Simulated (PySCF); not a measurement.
**Working out the ionisation energy of Ge⁺**

Ge⁺ [Ar] 3d10 4s2 4p1 (2P) → Ge²⁺ [Ar] 3d10 4s2 (1S). Calculation: PySCF 2.14, in aug-cc-pVQZ-DK (8s7p5d3f2g, 93 functions); the spin-free X2C one-electron Hamiltonian (Gaussian nucleus). Frozen: [Ar] 3d10. Energies in hartree (1 hartree = 27.21139 eV):

```tsv
part	Ge⁺ (lower)	Ge²⁺ (upper)
UHF	-2096.784841	-2096.224247
MP2 opposite-spin	-0.037001	-0.029960
MP2 same-spin	-0.002648	0.000000
```

Question: What does Hartree-Fock give?

Answer: (-2096.224247) − (-2096.784841) = 0.560594 hartree = 15.255 eV.

Question: What do MP2 and SCS-MP2 (6/5 opposite-spin, 1/3 same-spin) give?

Answer: The opposite-spin parts differ by 0.192 eV and the same-spin parts by 0.072 eV. MP2: 15.255 + (0.192) + (0.072) = 15.519 eV. SCS-MP2: 15.255 + 1.2 × (0.192) + (0.072)/3 = 15.509 eV.

Measured between the centres of the two terms (NIST): 15.789 eV, so MP2 (valence) is off by -0.270 eV.

What remains against the reference includes basis incompleteness, the frozen core and correlation beyond second order.
